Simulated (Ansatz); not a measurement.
Cost and result for the atomization energy of C3H5FSi (`CC1=C(F)[SiH2]1`) (10 atoms, 10 bonds).

Cartesian coordinates in Å:
```
C 0.039 -0.971 1.258
C -0.076 -0.066 0.094
C -0.992 0.576 -0.616
F -2.314 0.671 -0.562
Si 0.632 0.921 -1.284
H 0.538 -1.901 0.973
H 0.648 -0.512 2.041
H -0.939 -1.217 1.678
H 1.332 2.211 -1.052
H 1.132 0.287 -2.531
```

Charge 0, multiplicity 1. Geometry: relaxed with PBE0-D4/def2-TZVP. Program: Ansatz. All runs use 4 threads of an Arm Neoverse V2 on a shared host. Times are those of one run each, without the atoms' runs, and a repeat can differ threefold. Electronic energies, without spin–orbit coupling; frozen cores. CCSD(T)/CBS adds CCSD(T) − MP2 in def2-TZVPP to the MP2 limit, and its time is that of the two runs behind it. T1 = 0.013. B3LYP takes the VWN-RPA correlation (the form of Gaussian; ORCA's B3LYP/G).

CCSD(T)/CBS is a level of theory with its own doubt, some kJ/mol a heavy atom from the limit and from the frozen cores, so smaller differences don't rank the functionals.

```json
{"level": "PBE0-D4/def2-TZVPP", "functions": "236", "wall time": "1.9 s", "atomization (kJ/mol)": "3889.2", "difference from CCSD(T)/CBS": "42.3", "per bond": "4.2"}
{"level": "PBE-D4/def2-TZVPP (with forces)", "functions": "236", "wall time": "2.2 s", "atomization (kJ/mol)": "3970.7", "difference from CCSD(T)/CBS": "123.8", "per bond": "12.4"}
{"level": "B3LYP-D4/def2-TZVPP (with forces)", "functions": "236", "wall time": "2.8 s", "atomization (kJ/mol)": "3852.2", "difference from CCSD(T)/CBS": "5.3", "per bond": "0.5"}
{"level": "r2SCAN-D4/def2-TZVPP (with forces)", "functions": "236", "wall time": "3.2 s", "atomization (kJ/mol)": "3880.1", "difference from CCSD(T)/CBS": "33.2", "per bond": "3.3"}
{"level": "B2PLYP/def2-TZVPP", "functions": "236", "wall time": "3.4 s", "atomization (kJ/mol)": "3815.7", "difference from CCSD(T)/CBS": "-31.2", "per bond": "-3.1"}
{"level": "ωB97X-V/def2-TZVPP", "functions": "236", "wall time": "4.9 s", "atomization (kJ/mol)": "3869.6", "difference from CCSD(T)/CBS": "22.7", "per bond": "2.3"}
{"level": "ωB97M-V/def2-TZVPP (with forces)", "functions": "236", "wall time": "7 s", "atomization (kJ/mol)": "3869.0", "difference from CCSD(T)/CBS": "22.1", "per bond": "2.2"}
{"level": "MP2/def2-QZVPP", "functions": "448", "wall time": "13 s", "atomization (kJ/mol)": "3890.4", "difference from CCSD(T)/CBS": "43.5", "per bond": "4.3"}
{"level": "CCSD(T)/def2-TZVPP", "functions": "236", "wall time": "74 s", "atomization (kJ/mol)": "3747.1", "difference from CCSD(T)/CBS": "-99.8", "per bond": "-10.0"}
{"level": "CCSD(T)/CBS(def2)", "functions": "–", "wall time": "86 s", "atomization (kJ/mol)": "3846.9", "difference from CCSD(T)/CBS": "0.0", "per bond": "0.0"}
```

The D4 term adds +30.6 kJ/mol with B3LYP and +16.0 kJ/mol with PBE0; it sums over pairs of atoms, weighted by their polarisabilities, and B3LYP, whose exchange is more repulsive, gets the larger term. From PBE to PBE0 (25 % exact exchange), in def2-TZVPP and without D4, the atomization energy moves by −78.5 kJ/mol: exact exchange takes away binding that semilocal exchange gives to molecules. In def2-TZVPP, CCSD(T) changes the Hartree–Fock value by +955.2 kJ/mol (the triples alone add +67.0 kJ/mol) and MP2 by +1039.2 kJ/mol; breaking electron pairs costs correlation energy, which Hartree–Fock lacks.
